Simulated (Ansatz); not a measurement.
CH5BBrN, SMILES `CNBBr`. The species carries charge 0 and has multiplicity 1.

```xyz
9

C     0.003   -0.658   -1.020
N    -0.243   -0.224    0.337
B     0.200    0.952    0.901
Br   -0.239    1.350    2.743
H    -0.932   -0.792   -1.570
H     0.554   -1.602   -1.042
H     0.598    0.097   -1.534
H    -0.791   -0.862    0.895
H     0.850    1.741    0.289
```

What are the harmonic wavenumbers in cm⁻¹ at PBE0-D4/def2-TZVP (Ansatz, finite differences of forces, unscaled)? (Estimate.)

Ansatz gave: 162, 188, 216, 337, 682, 716, 854, 1000, 1073, 1147, 1167, 1315, 1453, 1486, 1490, 1565, 2668, 3042, 3099, 3151, 3614.

Is this a minimum?

Yes, all 21 modes are real.

Give the ideal-gas thermochemistry at 298.15 K and 1 bar (rigid rotor, harmonic oscillator; point group Cs, symmetry number 1).

Zero-point energy 182.0 kJ/mol; H(298) − E = 198.6 kJ/mol; entropy 314.0 J/(mol·K), of which translation 168.7, rotation 107.1, vibration 38.1; G(298) − E = 105.0 kJ/mol.

And at 400, 500, 600, 800 and 1000 K?


| T (K) | H − E (kJ/mol) | S (J/mol/K) | G − E (kJ/mol) |
| --- | --- | --- | --- |
| 400 | 207.5 | 339.5 | 71.7 |
| 500 | 217.7 | 362.4 | 36.5 |
| 600 | 229.3 | 383.5 | -0.8 |
| 800 | 255.7 | 421.3 | -81.3 |
| 1000 | 285.4 | 454.4 | -169.0 |
